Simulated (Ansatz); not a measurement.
CH₆BNSi, SMILES `CB1N[SiH2]1`. The species carries charge 0 and has multiplicity 1. All single points use the PBE0-D4/def2-TZVP geometry.

```xyz
10

C     1.701    0.107    0.358
B     0.189    0.011    0.022
N    -1.016   -0.129    0.684
Si   -1.450   -0.042   -1.014
H     2.257   -0.679   -0.161
H     2.109    1.055   -0.003
H     1.907    0.029    1.429
H    -1.336   -0.221    1.637
H    -2.088   -1.269   -1.562
H    -2.274    1.138   -1.392
```

(1) What is the dipole moment at ωB97M-V/def2-TZVPP? (An estimate is asked.)

(2) And with PBE, r2SCAN, B3LYP? (Estimate.)

(3) Give the Mulliken charges with ωB97M-V, B3LYP, PBE in def2-TZVPP. (Best estimate.)

Results:

(1) Computed: 1.16 D, with components (0.15, -0.07, 1.14) D in this frame, pointing from negative to positive charge.

(2) The calculation gave: PBE 1.26 D, r2SCAN 1.27 D, B3LYP 1.12 D.

(3) Ansatz gave: 
```
atom  ωB97M-V  B3LYP    PBE
  C1    -0.32  -0.29  -0.31
  B2     0.14   0.17   0.13
  N3    -0.25  -0.26  -0.20
 Si4     0.06   0.11   0.06
  H5     0.12   0.10   0.11
  H6     0.12   0.10   0.11
  H7     0.10   0.09   0.09
  H8     0.11   0.14   0.14
  H9    -0.04  -0.08  -0.06
 H10    -0.04  -0.08  -0.06
```

B3LYP here is the variant with VWN-RPA as its local correlation; programs differ in this.
